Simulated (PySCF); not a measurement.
cyclopropene (C₃H₄), singlet, geometry from GFN2-xTB, with bond 4-1 at 2.2 times its length; PBE/6-31G* in PySCF.

Input for PySCF:
```python
from pyscf import gto, scf, dft

mol = gto.M(
    atom='''
C    -0.02398035   -0.00988421    0.85291858
C     0.01415246   -0.64253561   -0.50675464
C     0.01392072    0.65410679   -0.49173477
H     1.93332100   -0.02536361    2.21943219
H    -0.94715748   -0.01665393    1.42309451
H     0.02873121   -1.56595013   -1.03014057
H     0.02816727    1.58940251   -0.99359004
''',
    basis='6-31g*',
    verbose=4,
)

mf = dft.RKS(mol)
mf.xc = 'pbe'
mf.kernel()
mo_i, mo_e, stable_i, stable_e = mf.stability(internal=True, external=True, return_status=True, nroots=6, tol=1e-6)
print('internally stable:', stable_i, ' externally stable:', stable_e)
if not stable_e:
    umf = mf.to_uhf() if not hasattr(mf, 'xc') else mf.to_uks()
    umf.scf_summary = {}
    umf.kernel(umf.make_rdm1(mo_e, umf.mo_occ))
```

What the program printed (banner, timings and long lists left out):

```
PySCF version 2.14.0

[INPUT] verbose = 4
[INPUT] num. atoms = 7
[INPUT] num. electrons = 22
[INPUT] charge = 0
[INPUT] spin (= nelec alpha-beta = 2S) = 0
[INPUT] symmetry False subgroup None
[INPUT] Mole.unit = angstrom
[INPUT] Symbol           X                Y                Z      unit          X                Y                Z       unit  Magmom
[INPUT]  1 C     -0.023980350000  -0.009884210000   0.852918580000 AA   -0.045316293871  -0.018678449858   1.611782522753 Bohr   0.0
[INPUT]  2 C      0.014152460000  -0.642535610000  -0.506754640000 AA    0.026744273389  -1.214216328180  -0.957627481953 Bohr   0.0
[INPUT]  3 C      0.013920720000   0.654106790000  -0.491734770000 AA    0.026306348257   1.236082689318  -0.929244041226 Bohr   0.0
[INPUT]  4 H      1.933321000000  -0.025363610000   2.219432190000 AA    3.653447200870  -0.047930276430   4.194118991144 Bohr   0.0
[INPUT]  5 H     -0.947157480000  -0.016653930000   1.423094510000 AA   -1.789868234033  -0.031471366598   2.689258873272 Bohr   0.0
[INPUT]  6 H      0.028731210000  -1.565950130000  -1.030140570000 AA    0.054294118127  -2.959216870427  -1.946683547103 Bohr   0.0
[INPUT]  7 H      0.028167270000   1.589402510000  -0.993590040000 AA    0.053228425977   3.003535445596  -1.877613055696 Bohr   0.0

nuclear repulsion = 61.3580789535012
number of shells = 26
number of NR pGTOs = 97
number of NR cGTOs = 50
basis = 6-31g*
ecp = {}

******** <class 'pyscf.dft.rks.RKS'> ********
method = RKS
initial guess = minao
damping factor = 0
level_shift factor = 0
DIIS = <class 'pyscf.scf.diis.CDIIS'>
diis_start_cycle = 1
diis_space = 8
diis_damp = 0
SCF conv_tol = 1e-09
SCF conv_tol_grad = None
SCF max_cycles = 50
direct_scf = True
direct_scf_tol = 1e-13
XC library pyscf.dft.libxc version 7.1.2
    S. Lehtola, C. Steigemann, M. J. T. Oliveira, and M. A. L. Marques,  SoftwareX 7, 1–5 (2018)
XC functionals = pbe
    J. P. Perdew, K. Burke, and M. Ernzerhof,  Phys. Rev. Lett. 77, 3865 (1996)
    J. P. Perdew, K. Burke, and M. Ernzerhof,  Phys. Rev. Lett. 78, 1396 (1997)
    J. P. Perdew, K. Burke, and M. Ernzerhof,  Phys. Rev. Lett. 77, 3865 (1996)
    J. P. Perdew, K. Burke, and M. Ernzerhof,  Phys. Rev. Lett. 78, 1396 (1997)
radial grids:
    Treutler-Ahlrichs [JCP 102, 346 (1995); DOI:10.1063/1.469408] (M4) radial grids

becke partition: Becke, JCP 88, 2547 (1988); DOI:10.1063/1.454033
pruning grids: <function nwchem_prune>
grids dens level: 3
symmetrized grids: False
atomic radii adjust function: <function treutler_atomic_radii_adjust>
small_rho_cutoff = 0
Set gradient conv threshold to 3.16228e-05
Initial guess from minao.
tot grids = 81592
init E= -116.565730874111
cycle= 1 E= -116.278397591032  delta_E= 0.287  |g|= 0.299  |ddm|= 2.46
cycle= 2 E= -116.152425321757  delta_E= 0.126  |g|= 0.577  |ddm|= 1.08
cycle= 3 E= -116.177582223069  delta_E= -0.0252  |g|= 0.441  |ddm|= 1.41
cycle= 4 E= -116.293652527113  delta_E= -0.116  |g|= 0.13  |ddm|= 0.525
cycle= 5 E= -116.303486619607  delta_E= -0.00983  |g|= 0.0559  |ddm|= 0.184
cycle= 6 E= -116.302071041301  delta_E= 0.00142  |g|= 0.0647  |ddm|= 0.0722
cycle= 7 E= -116.303706941584  delta_E= -0.00164  |g|= 0.0371  |ddm|= 0.0426
cycle= 8 E= -116.304438447978  delta_E= -0.000732  |g|= 0.0102  |ddm|= 0.0416
cycle= 9 E= -116.304496750817  delta_E= -5.83e-05  |g|= 0.000696  |ddm|= 0.0143
cycle= 10 E= -116.30449693504  delta_E= -1.84e-07  |g|= 0.000373  |ddm|= 0.00162
cycle= 11 E= -116.304497014627  delta_E= -7.96e-08  |g|= 7.82e-06  |ddm|= 0.000573
cycle= 12 E= -116.304497014623  delta_E= 3.47e-12  |g|= 9.46e-06  |ddm|= 1.92e-05
Extra cycle  E= -116.304497014151  delta_E= 4.72e-10  |g|= 3.45e-05  |ddm|= 5.14e-05
converged SCF energy = -116.304497014151
rhf_internal: lowest eigs of H = [0.57727733 0.77611909 0.89813131 0.9596708  1.08457572 1.09072856]
<class 'pyscf.dft.rks.RKS'> wavefunction is stable in the internal stability analysis

WARN: QR decomposition removed 1 vectors.

rhf_real2complex: lowest eigs of H = [0.08280255 0.12919462 0.17989147 0.20873607 0.22628359 0.25512876]
<class 'pyscf.dft.rks.RKS'> wavefunction is stable in the real -> complex stability analysis
rhf_external: lowest eigs of H = [-0.01622806  0.09322796  0.15064033  0.18096261  0.19883184  0.20003715]
<class 'pyscf.dft.rks.RKS'> wavefunction has an RHF/RKS -> UHF/UKS instability
internally stable: True  externally stable: False

******** <class 'pyscf.dft.uks.UKS'> ********
method = UKS
initial guess = minao
damping factor = 0
level_shift factor = 0
DIIS = <class 'pyscf.scf.diis.CDIIS'>
diis_start_cycle = 1
diis_space = 8
diis_damp = 0
SCF conv_tol = 1e-09
SCF conv_tol_grad = None
SCF max_cycles = 50
direct_scf = True
direct_scf_tol = 1e-13
number electrons alpha = 11  beta = 11
XC library pyscf.dft.libxc version 7.1.2
    S. Lehtola, C. Steigemann, M. J. T. Oliveira, and M. A. L. Marques,  SoftwareX 7, 1–5 (2018)
XC functionals = pbe
    J. P. Perdew, K. Burke, and M. Ernzerhof,  Phys. Rev. Lett. 77, 3865 (1996)
    J. P. Perdew, K. Burke, and M. Ernzerhof,  Phys. Rev. Lett. 78, 1396 (1997)
    J. P. Perdew, K. Burke, and M. Ernzerhof,  Phys. Rev. Lett. 77, 3865 (1996)
    J. P. Perdew, K. Burke, and M. Ernzerhof,  Phys. Rev. Lett. 78, 1396 (1997)
radial grids:
    Treutler-Ahlrichs [JCP 102, 346 (1995); DOI:10.1063/1.469408] (M4) radial grids

becke partition: Becke, JCP 88, 2547 (1988); DOI:10.1063/1.454033
pruning grids: <function nwchem_prune>
grids dens level: 3
symmetrized grids: False
atomic radii adjust function: <function treutler_atomic_radii_adjust>
small_rho_cutoff = 0
Set gradient conv threshold to 3.16228e-05
init E= -116.215909865467
cycle= 1 E= -115.894493239391  delta_E= 0.321  |g|= 0.545  |ddm|= 1.29
cycle= 2 E= -115.418217554277  delta_E= 0.476  |g|=    1  |ddm|= 2.39
cycle= 3 E= -116.150299549469  delta_E= -0.732  |g|= 0.308  |ddm|= 1.74
cycle= 4 E= -116.21166063845  delta_E= -0.0614  |g|= 0.246  |ddm|= 1.02
cycle= 5 E= -116.298658334575  delta_E= -0.087  |g|= 0.0641  |ddm|= 0.365
cycle= 6 E= -116.303849835408  delta_E= -0.00519  |g|= 0.0319  |ddm|= 0.106
cycle= 7 E= -116.304145788066  delta_E= -0.000296  |g|= 0.0185  |ddm|= 0.0316
cycle= 8 E= -116.304241238594  delta_E= -9.55e-05  |g|= 0.0166  |ddm|= 0.00883
cycle= 9 E= -116.304244337272  delta_E= -3.1e-06  |g|= 0.0172  |ddm|= 0.0113
cycle= 10 E= -116.304252892209  delta_E= -8.55e-06  |g|= 0.0163  |ddm|= 0.0105
cycle= 11 E= -116.304321911707  delta_E= -6.9e-05  |g|= 0.0123  |ddm|= 0.0659
cycle= 12 E= -116.304499998295  delta_E= -0.000178  |g|= 0.00588  |ddm|= 0.0587
cycle= 13 E= -116.304539010853  delta_E= -3.9e-05  |g|= 0.00319  |ddm|= 0.0132
cycle= 14 E= -116.304493845741  delta_E= 4.52e-05  |g|= 0.00274  |ddm|= 0.042
cycle= 15 E= -116.304497360263  delta_E= -3.51e-06  |g|= 0.000243  |ddm|= 0.0135
cycle= 16 E= -116.304497021465  delta_E= 3.39e-07  |g|= 5.2e-05  |ddm|= 0.0045
cycle= 17 E= -116.304497015904  delta_E= 5.56e-09  |g|= 1.81e-05  |ddm|= 0.000507
cycle= 18 E= -116.304497014698  delta_E= 1.21e-09  |g|= 1.79e-06  |ddm|= 0.000281
cycle= 19 E= -116.304497014653  delta_E= 4.41e-11  |g|= 1.8e-06  |ddm|= 4.1e-05
Extra cycle  E= -116.304497014548  delta_E= 1.06e-10  |g|= 9.84e-06  |ddm|= 1.8e-05
converged SCF energy = -116.304497014548  <S^2> = 6.8368244e-10  2S+1 = 1
```
